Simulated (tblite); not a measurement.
C₃H₉FSSi₂.
SMILES with atom numbers: `[F:1][CH2:2]/[CH:3]=[CH:4]\[SiH2:5][S:6][SiH3:7]` (hydrogens: H8, H9 on C2; H10 on C3; H11 on C4; H12, H13 on Si5; H14, H15, H16 on Si7)

Computed with GFN2-xTB (tblite), gas phase: L-BFGS steps from a force-field or distance-geometry start until the largest atomic force falls under 0.01 eV/Å.

Step 7: E = -611.4311 eV
```
atom  x, y, z in Å  |  force x, y, z in eV/Å
F1     -1.8945   -1.5600    0.6382    0.125   0.081  -0.033
C2     -2.8677   -0.6381    0.3483   -0.027   0.001  -0.015
C3     -2.3491    0.6787   -0.1253   -0.016   0.001   0.029
C4     -1.0878    1.0512   -0.2880   -0.048   0.010  -0.022
Si5     0.4431    0.0126    0.0278   -0.078  -0.079   0.026
S6      2.1137    1.2981   -0.4665   -0.144   0.158  -0.049
Si7     3.6627   -0.0875   -0.0317    0.086  -0.060   0.041
H8     -3.4606   -0.5086    1.2614    0.009   0.021   0.067
H9     -3.5115   -1.0890   -0.4167    0.008  -0.031  -0.057
H10    -3.1656    1.3621   -0.3361    0.029  -0.002  -0.010
H11    -0.9234    2.0585   -0.6453    0.062   0.032  -0.005
H12     0.6204   -0.3214    1.4419   -0.071  -0.058  -0.084
H13     0.5533   -1.1312   -0.8797   -0.066   0.018   0.109
H14     3.5008   -0.4585    1.3657    0.075  -0.056   0.071
H15     3.4347   -1.2347   -0.8947    0.076  -0.109  -0.040
H16     4.9239    0.5768   -0.2926   -0.020   0.072  -0.029
```

Step 8: E = -611.4355 eV
```
atom  x, y, z in Å  |  force x, y, z in eV/Å
F1     -1.8869   -1.5537    0.6359    0.096   0.074  -0.029
C2     -2.8659   -0.6373    0.3484   -0.051   0.009  -0.040
C3     -2.3528    0.6814   -0.1250    0.069  -0.025   0.020
C4     -1.0918    1.0548   -0.2894   -0.001  -0.016  -0.009
Si5     0.4376    0.0091    0.0288   -0.106  -0.067   0.024
S6      2.1063    1.2934   -0.4641   -0.037   0.115  -0.039
Si7     3.6677   -0.0895   -0.0309    0.028  -0.044   0.030
H8     -3.4574   -0.5062    1.2631    0.013  -0.012   0.042
H9     -3.5086   -1.0881   -0.4201    0.034  -0.026   0.005
H10    -3.1691    1.3606   -0.3364   -0.033   0.056  -0.022
H11    -0.9248    2.0628   -0.6464    0.054  -0.005   0.006
H12     0.6197   -0.3264    1.4428   -0.085  -0.051  -0.097
H13     0.5529   -1.1363   -0.8775   -0.079   0.034   0.116
H14     3.5021   -0.4617    1.3705    0.095  -0.032  -0.015
H15     3.4369   -1.2403   -0.8966    0.099  -0.032   0.017
H16     4.9266    0.5863   -0.2966   -0.094   0.023  -0.008
```

Question: Estimate the geometry and energy of step 9. (The exact step hangs on the optimiser's Hessian estimate; all steps are aligned on step 8, rigid shifts and turns removed.)

Answer: E = -611.4386 eV, largest force 0.131 eV/Å
```
atom  x, y, z in Å  |  force x, y, z in eV/Å
F1     -1.8803   -1.5479    0.6337    0.058   0.068  -0.026
C2     -2.8655   -0.6368    0.3482   -0.031   0.019  -0.036
C3     -2.3547    0.6829   -0.1244    0.071  -0.011  -0.001
C4     -1.0942    1.0569   -0.2905    0.025  -0.023   0.001
Si5     0.4324    0.0063    0.0298   -0.084  -0.016   0.009
S6      2.1004    1.2929   -0.4634    0.039   0.026  -0.012
Si7     3.6707   -0.0914   -0.0300   -0.041  -0.007   0.007
H8     -3.4551   -0.5048    1.2651    0.021  -0.038   0.010
H9     -3.5065   -1.0883   -0.4226    0.044  -0.024   0.042
H10    -3.1711    1.3603   -0.3369   -0.052   0.074  -0.022
H11    -0.9243    2.0654   -0.6469    0.041  -0.033   0.013
H12     0.6174   -0.3307    1.4417   -0.088  -0.052  -0.072
H13     0.5508   -1.1391   -0.8737   -0.083   0.016   0.095
H14     3.5050   -0.4646    1.3739    0.102  -0.016  -0.066
H15     3.4404   -1.2449   -0.8978    0.108   0.022   0.055
H16     4.9268    0.5930   -0.2994   -0.131  -0.005   0.004
```

The energy changes by -0.0031 eV. The first-order estimate −F·Δx gives -0.0042 eV and the mean of the old and new forces, exact on a quadratic surface, -0.0031 eV. The step makes an angle of 55° with the force vector and moves no atom by more than 0.009 Å.

What follows is the cost of the whole relaxation. On one thread, AMD EPYC 9B45 (x86_64), shared host, this took 0.33 s wall.
